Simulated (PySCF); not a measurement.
Constitutional and geometric isomers with formula H5B3O. Isolated molecules, 0 K electronic values unless said otherwise. One relaxed conformer stands for each flexible species; it need not be the lowest. Strings in code marks are SMILES.

All values below come from PBE-D3(BJ)/def2-TZVP // r2SCAN-D4/def2-TZVP (PySCF 2.14.0). 

| species | HOMO (eV) | S1 oscillator strength |
|---|---|---|
| `BB(B)O` | -6.05 | (withheld) |
| `BBOB` | -6.75 | 0.010 |
| `BBBO` | -6.50 | 0.006 |

Q: What belongs in the gaps?

A: 
- `BB(B)O`, S1 oscillator strength: 0.035
